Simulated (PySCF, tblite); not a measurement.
Isomers of C5H11NO2Si. All values are computed: GFN2-xTB (tblite) harmonic vibrations without scaling, gas phase. Errors from tens to a few hundred cm⁻¹ against measured bands are possible. Modes of hydrogen on silicon can be 10 to 20 % off. One conformer each.

Electronic energies: PBE0/pcSseg-1 single points on the GFN2-xTB geometries (PySCF, gas phase).

```csv
SMILES,"electronic energy, lowest = 0 (kJ/mol)"
C=C(/C=N\C)O[SiH2]OC,126.9
C[C@H](CO)O[SiH2]CC#N,73.6
C=C(OC)[SiH2]/N=C\CO,263.6
O[Si@@]1([C@@H]2CCN2)CCO1,27.1
[H]/N=C\C(=C\C)O[SiH2]OC,68.1
C=CCN[SiH2]OC(C)=O,0.0
```

Problem. How do GFN2-xTB zero-point energies change the relative energies?

Solution. 
```
                   SMILES  ZPE (kJ/mol)  of it from modes above 1550 cm⁻¹  electronic (kJ/mol)  with ZPE, lowest = 0 (kJ/mol)  lowest mode (cm⁻¹)  rings
       C=CCN[SiH2]OC(C)=O         401.4                             214.0                  0.0                            0.0                  36      0
O[Si@@]1([C@@H]2CCN2)CCO1         424.0                             202.1                 27.1                           49.6                  34      2
 [H]/N=C\C(=C\C)O[SiH2]OC         400.7                             211.1                 68.1                           67.4                  15      0
    C[C@H](CO)O[SiH2]CC#N         403.6                             205.0                 73.6                           75.9                  44      0
     C=C(/C=N\C)O[SiH2]OC         399.2                             209.6                126.9                          124.7                  10      0
     C=C(OC)[SiH2]/N=C\CO         396.8                             210.8                263.6                          259.1                  33      0
```

The zero-point energies span 27.2 kJ/mol, from `C=C(OC)[SiH2]/N=C\CO` to `O[Si@@]1([C@@H]2CCN2)CCO1`. The order is unchanged.

Problem. And how do the electronic energies of GFN2-xTB itself compare?

Solution. `C=CCN[SiH2]OC(C)=O` 0.0; `O[Si@@]1([C@@H]2CCN2)CCO1` 84.4; `[H]/N=C\C(=C\C)O[SiH2]OC` 16.0; `C[C@H](CO)O[SiH2]CC#N` 111.8; `C=C(/C=N\C)O[SiH2]OC` 22.2; `C=C(OC)[SiH2]/N=C\CO` 282.0 kJ/mol, lowest = 0. Against the energies above, taken from the same isomer `C=CCN[SiH2]OC(C)=O`, the largest difference is 104.7 kJ/mol.

Problem. What do entropy and thermal enthalpy add at 298.15 K and 1 bar (rigid rotor, harmonic oscillator, one conformer each)?

Solution. 
```csv
SMILES,point group,symmetry number,S (J/(mol K)),H − H(0) (kJ/mol),ZPE + H − H(0) − TS (kJ/mol)
C=CCN[SiH2]OC(C)=O,C1,1,473.7,34.65,294.8
O[Si@@]1([C@@H]2CCN2)CCO1,C1,1,421.2,29.29,327.7
C[C@H](CO)O[SiH2]CC#N,C1,1,441.1,32.95,305.1
C=C(OC)[SiH2]/N=C\CO,C1,1,450.4,33.65,296.2
```

Not tabulated: `[H]/N=C\C(=C\C)O[SiH2]OC` (lowest mode only 15 cm⁻¹); `C=C(/C=N\C)O[SiH2]OC` (lowest mode only 10 cm⁻¹).
